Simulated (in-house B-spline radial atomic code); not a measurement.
Radial electron density of Ir-, [Xe] 4f14 5d8 6s2. Computed with a B-spline radial code for spherical atoms: scalar-relativistic (X2C) LC-wPBE, spin-polarised, spherical fractional occupations, exact exchange averaged over the configuration, Fermi nucleus of rms radius 5.4032 fm.

One-electron X2C: radii and densities carry no picture-change correction, so inner-shell <1/r> comes out high (for 1s by about 2 % at Z = 33, 5 % at 54, 10 % at 75, 30 % at 118) and <r> low.

Columns: r (bohr), 4πr²n(r) (electrons per bohr), bar.

```
0.000327    3.379 #
0.000411    4.632 #
0.000517    6.328 ##
0.000651    8.615 ###
0.000819    11.65 ####
 0.00103    15.66 #####
  0.0013    20.97 ######
 0.00163    27.58 ########
 0.00205    35.96 ###########
 0.00258     46.2 ##############
 0.00325    58.24 ##################
 0.00409    71.53 ######################
 0.00515    85.19 ##########################
 0.00648    97.53 ##############################
 0.00815    106.5 #################################
  0.0103    110.1 ##################################
  0.0129    107.5 #################################
  0.0162    100.5 ###############################
  0.0204    93.99 #############################
  0.0257    95.45 #############################
  0.0323      109 ##################################
  0.0407    129.9 ########################################
  0.0512      143 ############################################
  0.0644    136.1 ##########################################
  0.0811    116.9 ####################################
   0.102      111 ##################################
   0.128    125.6 #######################################
   0.162    129.9 ########################################
   0.203    101.6 ###############################
   0.256    72.29 ######################
   0.322    75.84 #######################
   0.405    83.78 ##########################
    0.51    65.15 ####################
   0.641    37.98 ############
   0.807    23.64 #######
    1.02    18.06 ######
    1.28    12.83 ####
    1.61    7.663 ##
    2.02    4.311 #
    2.54    2.427 #
     3.2     1.32 
    4.03   0.6518 
    5.07   0.2798 
    6.38  0.09921 
    8.03  0.02768 
    10.1 0.005811 
    12.7 0.0008568
```

On this grid the curve has 4 maxima, near 0.0103, 0.0512, 0.162, 0.405 bohr.

The 6s up radial function P(r) = rR(r), positive near the nucleus:

```csv
r (bohr),P
0.00026,0.01099
0.000411,0.0151
0.000651,0.02055
0.00103,0.02761
0.00163,0.03642
0.00258,0.04655
0.00409,0.05641
0.00648,0.06187
0.0103,0.05509
0.0162,0.02649
0.0257,-0.02839
0.0407,-0.08155
0.0644,-0.06061
0.102,0.0653
0.162,0.1082
0.256,-0.09914
0.405,-0.1255
0.641,0.2158
1.02,0.1537
1.61,-0.3613
2.54,-0.6001
4.03,-0.4339
6.38,-0.1811
10.1,-0.03987
```
